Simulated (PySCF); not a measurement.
C4H4ClFSi.
Numbering: `[F:1][C:2]1=[CH:3][SiH2:4]/[C:5]1=[CH:6]/[Cl:7]` (hydrogens: H8 on C3; H9, H10 on Si4; H11 on C6)

Geometry (PBE0-D3(BJ)/def2-SVP, Å), atoms numbered from 1 in this order:
```
atom  x, y, z in Å
F1     1.360    1.900    0.167
C2     0.348    1.058    0.230
C3    -0.891    1.295    0.728
Si4   -1.396   -0.451    0.311
C5     0.408   -0.326   -0.250
C6     1.372   -1.067   -0.803
Cl7    2.969   -0.508   -1.139
H8    -1.261    2.221    1.163
H9    -2.413   -0.647   -0.763
H10   -1.678   -1.389    1.436
H11    1.215   -2.109   -1.092
```

The calculation used PBE0-D3(BJ)/def2-SVP geometry optimisation, gas phase in PySCF 2.14.0.

Masses are those of the commonest isotopes; rigid-rotor values at the optimised geometry. 

Give the principal moments of inertia and the rotational constants in MHz.

Ia = 150.60, Ib = 426.29, Ic = 570.91 u·Å²; 505379 MHz·u·Å²/I gives A = 3356, B = 1186, C = 885.2 MHz.

Classify the top.

An asymmetric top; Ray's κ = -0.757.

Is it planar, by Δ = Ic − Ia − Ib?

Not planar: Δ = Ic − Ia − Ib = -5.98 u·Å². For a rigid frame Δ = −2 Σ m c², so Σ m c² = 2.99 u·Å² lies off the ab plane, practically all of it from hydrogen. The atom farthest from that plane is 1.22 Å away.

Predict some low-J microwave lines.

The dipole components are |μa| = 1.60 D, |μb| = 1.21 D, |μc| = 0.00 D; the mirror of this Cs structure is the ab plane, so μc vanishes by symmetry (the 0.01 D computed is a residue) and there are no c-type lines. Intensities carry the squares of the components, which stand as 1.00 : 0.58 (a : b). Some of the stronger lines:

```tsv
type	branch	J(Ka,Kc)	MHz	lower level (cm⁻¹)
a	Q	1(1,0) ← 1(1,1)	300	0.141
a	Q	2(1,1) ← 2(1,2)	901	0.270
b	R	2(0,2) ← 1(1,1)	1942	0.141
a	R	1(0,1) ← 0(0,0)	2071	0.000
b	Q	1(1,0) ← 1(0,1)	2470	0.069
b	Q	2(1,1) ← 2(0,2)	2800	0.206
a	R	2(1,2) ← 1(1,1)	3841	0.141
a	R	2(0,2) ← 1(0,1)	4112	0.069
b	R	1(1,1) ← 0(0,0)	4241	0.000
a	R	2(1,1) ← 1(1,0)	4442	0.151
b	R	2(1,2) ← 1(0,1)	6011	0.069
b	Q	2(2,0) ← 2(1,1)	6539	0.300
b	Q	2(2,1) ← 2(1,2)	7411	0.270
b	R	2(2,1) ← 1(1,0)	10952	0.151
b	R	2(2,0) ← 1(1,1)	11282	0.141
```

Estimate the classical rotational partition function at 25 K, 200 K and 298.15 K.

Point group Cs, symmetry number σ = 1; q = (√π/σ)·√((kT/h)³/(ABC)), k/h = 20836.6 MHz/K: 11200 at 25 K, 254000 at 200 K, 462000 at 298.15 K.

Stationary, but not proved a minimum. Constants of a rigid frame at the computed geometry: no zero-point averaging, no centrifugal distortion. Quadrupole hyperfine structure (35Cl) is left out.
